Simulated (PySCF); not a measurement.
**C12H9F: Computed beside measured shifts**

System: C12H9F (measured compound), SMILES Fc1cccc(-c2ccccc2)c1.

Atom-mapped SMILES (hydrogens are numbered by the atom that bears them): [F:1][c:2]1[cH:3][cH:4][cH:5][c:6](-[c:7]2[cH:8][cH:9][cH:10][cH:11][cH:12]2)[cH:13]1

Level of theory: GIAO PBE0/pcSseg-2, gas phase, PySCF SCF with an in-house response code, fitting set def2-universal-JFIT up to Ne and JKFIT beyond, grid level 2, non-relativistic, geometry: PBE0-D3(BJ)/def2-SVP.

One optimised conformer. Values are averaged over the atoms that symmetry or fast rotation interchanges, on this one geometry and without vibrational averaging. Shifts are the reference shielding less the shielding here, at the same level (13C, 1H against isolated TMS; 19F against isolated CFCl3); nuclei without a reference have shieldings only.

(1) What shifts does this level give for F1, and how do they compare with measurement?

Results:

(1) 
```json
{"atom": "F1", "nucleus": "19F", "computed / ppm": "-115.0", "measured / ppm": "-113.2", "computed less measured": "-1.8", "measured against": "CFCl3", "medium of the measurement": "not stated"}
```

Computed 19F and 31P shifts carry an offset from the reference molecule (CFCl3 is hard for DFT, lone H3PO4 or PH3 isn't the 85 % acid), so differences between compounds are more accurate than the values.

Measured values: G. Saielli, R. Bini, A. Bagno, Computational 19F NMR. 2. Organic compounds, RSC Adv. 2014, ESI.
